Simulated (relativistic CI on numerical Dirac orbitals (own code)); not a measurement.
# Line list: Electric-dipole lines, Br2+

Computed by Dirac-Coulomb-Breit CI, orbitals from a KLI potential per configuration, a model potential for QED, valence Slater integrals scaled by 0.85, configuration energies shifted to the measured levels that pair with them (semi-empirical) (own radial code, finite nucleus).

Configurations in the expansion (outside the closed core [Ar] 3d10): 4s2.4p3, 4s2.4p2.4d, 4s2.4p2.5s, 4s2.4p2.5p, 4s2.4p2.5d, 4s2.4p2.6s, 4s.4p4, 4p5, 4s2.4p2.4f, 4s2.4p.4d2, 4s.4p3.4d, 4s.4p3.4f, 4s2.4p.4f2, 4s2.4p2.6p, 4s2.4p2.6d, 4s2.4p2.5f, 4s2.4p2.5g, 4s2.4p2.6f, 4p3.4d2, 4s.4p3.5s, 4s2.4p.4d.4f, 4s.4p3.5p, 4p4.4d, 4s2.4p.4d.5s, 4s.4p2.4d2, 4s.4p3.6s, 4s.4p3.5d, 4s2.4p.5s2. Levels of other configurations are missing.

```csv
λ vac (Å),Lower,Upper,A (s⁻¹),E lower (cm⁻¹),E upper (cm⁻¹)
640.61,4s2.4p3 2P°_3/2 [5],4s2.4p2.5s 2S_1/2 [62],1.08e+09,28062.7,184163.8
648.14,4s2.4p3 4S°_3/2 [1],4s2.4p2.5s 2P_3/2 [28],2.40e+08,0.0,154288.1
665.53,4s2.4p3 4S°_3/2 [1],4s2.4p2.5s 4P_5/2 [26],4.22e+09,0.0,150257.1
670.78,4s2.4p3 2P°_3/2 [5],4s2.4p2.5s 2S_1/2 [51],1.76e+10,28062.7,177141.9
671.77,4s2.4p3 2D°_3/2 [2],4s2.4p2.5s 2D_3/2 [36],7.25e+09,15679.8,164541.1
677.18,4s2.4p3 4S°_3/2 [1],4s2.4p2.5s 4P_3/2 [25],2.98e+09,0.0,147670.4
687.30,4s2.4p3 4S°_3/2 [1],4s2.4p2.5s 4P_1/2 [24],2.66e+09,0.0,145497.8
687.43,4s2.4p3 2D°_3/2 [2],4s2.4p2.5s 2D_5/2 [35],6.47e+07,15679.8,161149.9
692.63,4s2.4p3 2D°_5/2 [3],4s2.4p2.5s 2D_5/2 [35],4.47e+08,16772.6,161149.9
724.99,4s2.4p3 2P°_1/2 [4],4s2.4p2.5s 2D_3/2 [36],1.53e+09,26608.6,164541.1
727.19,4s2.4p3 2D°_5/2 [3],4s2.4p2.5s 2P_3/2 [28],3.23e+09,16772.6,154288.1
732.72,4s2.4p3 2P°_3/2 [5],4s2.4p2.5s 2D_3/2 [36],7.43e+08,28062.7,164541.1
736.11,4s2.4p3 2D°_3/2 [2],4s2.4p2.5s 2P_1/2 [27],4.11e+09,15679.8,151529.1
749.15,4s2.4p3 2D°_5/2 [3],4s2.4p2.5s 4P_5/2 [26],7.02e+07,16772.6,150257.1
770.31,4s2.4p3 2D°_3/2 [2],4s2.4p2.5s 4P_1/2 [24],1.50e+08,15679.8,145497.8
792.23,4s2.4p3 2P°_3/2 [5],4s2.4p2.5s 2P_3/2 [28],5.16e+08,28062.7,154288.1
800.51,4s2.4p3 2P°_1/2 [4],4s2.4p2.5s 2P_1/2 [27],4.16e+08,26608.6,151529.1
3313.1,4s2.4p2.5s 2D_5/2 [35],4s2.4p2.5p 2F°_7/2 [65],1.37e+08,161149.9,191332.7
3548.3,4s2.4p2.5s 4P_3/2 [25],4s2.4p2.5p 4D°_5/2 [48],1.84e+08,147670.4,175853.3
3563.1,4s2.4p2.5s 4P_5/2 [26],4s2.4p2.5p 4D°_7/2 [54],1.98e+08,150257.1,178322.5
```

Terms are leading LS components. Brackets give the number of a level in order of energy, since labels repeat. The list gives strong lines, with weight on those to low levels, without configurations that were not tied to measured data, without lines whose two gauges differ by over a factor of 2.5, among the lowest 343 of 1222 levels, so that lines to higher ones, which can be the strongest, are missing, and without lines across small gaps between configurations, and without 2 lines that miss the measured interval by over 3.5 %, start from a term whose rates miss tabulated ones by over 60 %, have gauges far apart or, lacking measured levels, span too small a gap for the errors found; lines with a level outside our table were not tested and can miss by more. Levels whose partners in the same complex of configurations lie outside the list can be far off, and so can their lines. Rates are taken at the computed energies, electric ones in the length gauge.

Configurations whose levels could be paired with our table of measured levels were shifted onto them, all but the ground configuration, by the median error of their levels; single terms can still be off by 1,000 to 2,000 cm⁻¹ or more, and rates follow the energies as ν³ (E1, M1) or ν⁵ (E2). The others borrow a shift and can be off by several thousand cm⁻¹ or more. The fine structure of a lone outer electron comes out too small, for d and f at times inverted, and misplaced configurations move strength between like terms. 10 of the 20 excited levels that our extract of the measured tables holds in this range could be paired (the sources list more); they are missed by 194 cm⁻¹ on average and 974 at most, after the shifts were fitted to these levels, and levels without a partner can miss by more. Some levels of the ground configuration have no partner and can miss by 10 % or more.

LS names give the leading component of a level, which can be under half, so a name can repeat, a term be missing and a line seem to break the LS rules.
